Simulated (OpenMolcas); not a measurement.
Ru2+.

```json
{
 "Program": "OpenMolcas",
 "Method": "RASSCF",
 "Basis": "ANO-RCC-VTZP [7s6p4d2f1g]",
 "Scalar Hamiltonian": "DKH2, point nucleus",
 "Active space": "6 electrons in 9 orbitals (RAS2 4d 5s; RAS3 5p, at most 2 electrons)",
 "State averaging": "2S+1 = 5 even, 30 roots; 2S+1 = 7 even, 1 root kept (CI in the orbitals of an earlier block); 2S+1 = 3 even, 87 roots kept (CI in the orbitals of an earlier block); 2S+1 = 1 even, 85 roots kept (CI in the orbitals of an earlier block); 2S+1 = 5 odd, 54 roots (12 in the spin-orbit step); 2S+1 = 7 odd, 3 roots kept (CI in the orbitals of an earlier block); 2S+1 = 3 odd, 89 roots kept (CI in the orbitals of an earlier block, 0 in the spin-orbit step); 2S+1 = 1 odd, 31 roots kept (CI in the orbitals of an earlier block, 0 in the spin-orbit step)",
 "Spin-orbit coupling": "state interaction with AMFI integrals over the reference wave functions, term energies averaged over their components"
}
```

Levels without dynamic correlation, in cm-1 above 4d6 5D4:

| Level | E |
| --- | --- |
| 4d6 3H6 | 18674 |
| 4d6 3P2(1) | 19125 |
| 4d6 3F3(1) | 21103 |
| 4d6 3G5 | 23120 |

On this reference, MS-RASPT2, IPEA 0.25 Eh, imaginary shift 0.1 Eh (closed shells correlated: 4s 4p) puts 4d6 3H6 at 16210 cm-1.

**Question.** Estimate the other levels at that method by one scale factor, and say how well it serves.

**Answer.** The factor is 16210 / 18674 = 0.868. Scaled values beside those that MS-RASPT2 gives:
| Level | Scaled | MS-RASPT2 | Miss (%) |
| --- | --- | --- | --- |
| 4d6 3P2(1) | 16600 | 15490 | +7.2 |
| 4d6 3F3(1) | 18317 | 17570 | +4.3 |
| 4d6 3G5 | 20068 | 19590 | +2.4 |
For these levels the scaled values miss MS-RASPT2 by up to 7.2 %, as correlation changes each term by its own factor, spin-orbit parts do not scale and CASPT2 has its own spread within terms. This holds within one configuration; levels of others move differently, and the target method has errors of its own against measurement.

CASPT2 does not keep the components of a term degenerate, so their means are used; among the terms shown or strongly mixed into the levels shown the widest spread is 130 cm-1 (4d6 3F(1), MS-RASPT2). Some high roots are left out of the spin-orbit mixing, which shifts the levels that they would mix with. Terms from blocks run as CI alone lack orbitals of their own. Without dynamic correlation excited terms often stand tens of per cent too high (terms of higher spin than the ground term too low), and those without a measured partner can miss by more than the paired ones (holds for RASSCF). Blocks of more than 70 roots (2S+1 = 3 even, 1 even) ran without multistate coupling (holds for MS-RASPT2). Levels of configurations outside the active space are missing.

A number in round brackets counts repeated terms of one configuration in the order of the reference energies.
